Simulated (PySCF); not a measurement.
PySCF 2.14 output of an unrestricted r2SCAN calculation on a single atom or ion in aug-cc-pwCVTZ-PP with ECP60MDF, with scalar relativity through the core potential:

```
SCF conv_tol = 1e-09
number electrons alpha = 10  beta = 5
    J. W. Furness, A. D. Kaplan, J. Ning, J. P. Perdew, and J. Sun.,  J. Phys. Chem. Lett. 11, 8208-8215 (2020)
    J. W. Furness, A. D. Kaplan, J. Ning, J. P. Perdew, and J. Sun.,  J. Phys. Chem. Lett. 11, 9248-9248 (2020)
    J. W. Furness, A. D. Kaplan, J. Ning, J. P. Perdew, and J. Sun.,  J. Phys. Chem. Lett. 11, 8208-8215 (2020)
    J. W. Furness, A. D. Kaplan, J. Ning, J. P. Perdew, and J. Sun.,  J. Phys. Chem. Lett. 11, 9248-9248 (2020)
cycle= 1 E= -90.5332467115225  delta_E= -0.00865  |g|= 0.0203  |ddm|= 0.149
cycle= 2 E= -90.5333608556923  delta_E= -0.000114  |g|= 0.00443  |ddm|= 0.0225
cycle= 3 E= -90.5333653844958  delta_E= -4.53e-06  |g|= 0.00069  |ddm|= 0.00358
cycle= 4 E= -90.5333655098377  delta_E= -1.25e-07  |g|= 0.000457  |ddm|= 0.00104
cycle= 5 E= -90.5333655799798  delta_E= -7.01e-08  |g|= 1.26e-05  |ddm|= 0.000301
cycle= 6 E= -90.5333655801231  delta_E= -1.43e-10  |g|= 3.1e-06  |ddm|= 2.13e-05
converged SCF energy = -90.5333655801231  <S^2> = 8.7521418  2S+1 = 6.0007139
```

The run itself started from symmetry-adapted Hartree-Fock orbitals and held the occupation by maximum overlap, on a logarithmic radial grid, so the iterations belong to that start.

Q: Which element, charge and spin multiplicity is this?

A: Os⁺ (osmium, charge +1), multiplicity 6; the state was [Xe] 4f14 5d6 6s1, high-spin 6D determinant.

Energies and moments cover only the electrons outside the core potential. Spin-orbit coupling, absent here, splits the open shell strongly.
